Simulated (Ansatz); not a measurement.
Input for Ansatz (an electronic-structure program): R-CCSD(T)/cc-pVQZ on H2O (SMILES O).

Ansatz 0.2 input:
```yaml
crystal:
  periodic: [false, false, false]
  atoms:
    - {symbol: O, position_ang: [-0.00000000, 0.00000000, 0.38961139]}
    - {symbol: H, position_ang: [0.00000000, 0.76498632, -0.19485569]}
    - {symbol: H, position_ang: [0.00000000, -0.76498632, -0.19485569]}
basis:
  gaussian:
    orbitals: cc-pVQZ
magnetization: {spin_polarized: false}
correlation: {method: ccsd_t, electrons: outside_noble_gas}
scf: {lower_state_search: off}
```

It printed:

```
WARN ansatz: RAYON_NUM_THREADS=4 ignored (pool sized by the plan → 4); use --threads N
Functional definition: HF
these checks for a lower state are left out or cut short: stability, starts, cluster_reference, orbital_swaps, neighbouring_geometries, increment
integrals: 0.16 GiB planned
685 factors; integrals over basis functions are off by at most 7.5e-4 eV
mean field: 0.15 GiB planned
mean field evaluation 1: about -2068.0177 eV, gradient 3.3e1 eV
mean field evaluation 2: about -2068.0176 eV, gradient 3.3e1 eV
mean field evaluation 4: about -2069.8104 eV, gradient 1.4e0 eV
mean field evaluation 8: about -2069.8179 eV, gradient 3.2e-5 eV
mean field -2069.81793050 eV, -76.0644059729 hartree, gradient 1.1e-6 eV, S^2 0.000000; 0 other end points of the search recorded, 0 dependent functions left out
1 core orbitals not correlated
reference -2069.81793050 eV, -76.0644059729 hartree; 4, 4 occupied and 110, 110 virtual orbitals, 685 factors
second order -7.70452932 eV of doubles, -0.00000000 eV of singles
coupled cluster: 0.44 GiB planned
cycle   1  -7.62587350 eV  change    7.9e-2 eV  update   4.1e-2
cycle   2  -7.76629872 eV  change   -1.4e-1 eV  update   1.1e-2
cycle   3  -7.79091924 eV  change   -2.5e-2 eV  update   4.3e-3
cycle   4  -7.78934704 eV  change    1.6e-3 eV  update   7.9e-4
cycle   5  -7.78971511 eV  change   -3.7e-4 eV  update   2.8e-4
cycle   6  -7.78978247 eV  change   -6.7e-5 eV  update   6.8e-5
cycle   7  -7.78977896 eV  change    3.5e-6 eV  update   2.4e-5
cycle   8  -7.78977898 eV  change   -1.9e-8 eV  update   8.1e-6
perturbative correction -0.24588760 eV, -0.0090362025 hartree
Total energy: -2077.85359708 eV, -76.3597112729 hartree
Checks for a lower state left out: stability, starts, cluster_reference, orbital_swaps, neighbouring_geometries, increment
```

Self-consistency was reached.

Cost: roughly 2.7 core-seconds.
